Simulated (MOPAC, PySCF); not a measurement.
H₄BClSi, SMILES `B[SiH2]Cl` (H–B–Si–Cl torsion 0°), neutral singlet in the gas phase. 

Cartesian coordinates (Å):
```xyz
7

B      1.2319     0.0524    -0.0932
Si    -0.7564    -0.1344     0.0699
Cl    -1.7715     1.6714    -0.0943
H      1.7793     1.0941    -0.2603
H      1.8994    -0.9325    -0.0176
H     -1.1068    -0.7202     1.3869
H     -1.2758    -1.0309    -0.9915
```
Charge 0, spin multiplicity 1.

All levels are single points at this geometry (B3LYP-D3(BJ)/def2-TZVP); Pople sets use spherical d functions. Orbital energies aren't observables, and empty levels follow the basis.

HF/6-31G* in PySCF gives gap (eV) = 12.55.

### Question
Estimate the gap (eV) from each of these levels: B3LYP-D3(BJ)/def2-TZVP in PySCF; PBE-D3(BJ)/def2-TZVP in PySCF; B3LYP/3-21G in PySCF; B3LYP/6-31G* in PySCF; B3LYP/LANL2DZ in PySCF; M06-2X/6-31G* in PySCF; PBE/6-31G* in PySCF; SVWN5/6-31G* in PySCF; HF/3-21G in PySCF; HF/STO-3G in PySCF; PM6 in MOPAC; PM7 in MOPAC.

### Answer

```tsv
level	gap (eV)
B3LYP-D3(BJ)/def2-TZVP in PySCF	5.13
PBE-D3(BJ)/def2-TZVP in PySCF	3.27
B3LYP/3-21G in PySCF	5.18
B3LYP/6-31G* in PySCF	5.27
B3LYP/LANL2DZ in PySCF	5.14
M06-2X/6-31G* in PySCF	7.85
PBE/6-31G* in PySCF	3.36
SVWN5/6-31G* in PySCF	3.15
HF/3-21G in PySCF	12.30
HF/STO-3G in PySCF	14.95
PM6 in MOPAC	8.19
PM7 in MOPAC	9.54
```
